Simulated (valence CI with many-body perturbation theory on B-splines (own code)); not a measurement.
## Questions on Ce45+

Level of theory: valence CI with perturbative core correlation (CI+MBPT): three valence electrons over a frozen Dirac-Fock core [Ne], a basis of 11 s, 11 p, 9 d, 7 f, 5 g, 2 h, 1 i functions for each j, with the one-electron correlation potential Σ1, the two-electron term Σ2, the three-electron term Σ3, Breit, model QED; selected CI, second order for the rest (own B-spline code, finite nucleus).

The last digits are not significant, and no measured levels were compared; by estimate large intervals hold to a few tenths of a per cent, small ones and those within an open d or f shell to about a per cent.

Levels are named by their leading jj configuration (3d3/2^4 stands for four electrons in 3d with j = 3/2), which in mixed levels can hold well under half, so a name can repeat and another be missing.

Rates and lifetimes use the calculated energies. Strong lines usually hold to 10 to 20 %, long lifetimes can be off by a factor of two.

What is the ground level?

(3s^2 3p1/2) J=1/2, composition 99 % 3s2 3p 2P°, g = 0.655.

Among levels below 709.86 eV, which E1 lines absorb most strongly from the ground level?

to (3s^2 3d3/2) J=3/2 at 4.341 nm, f = 0.365; to (3s 3p1/2 3p3/2) J=1/2 at 5.035 nm, f = 0.184; to (3s 3p1/2 3p3/2) J=3/2 at 5.207 nm, f = 0.113.

What are the static dipole polarisabilities of the lowest levels?

(3s^2 3p1/2) J=1/2 0.00912 bohr³, of which the core gives 0.000136.

What is the ionisation energy?

3673.7 eV; NIST lists 3672 ± 4 eV (theoretical).

How well does LS coupling describe the low levels?

Among the lowest 20 levels the leading LS term, summed over configurations, holds 67 % on average. For single configurations the figures are 64 % in LS and 91 % in jj coupling. Terms mix most in the J = 5/2 level at 403.00 eV, where the leading one holds 37 %.
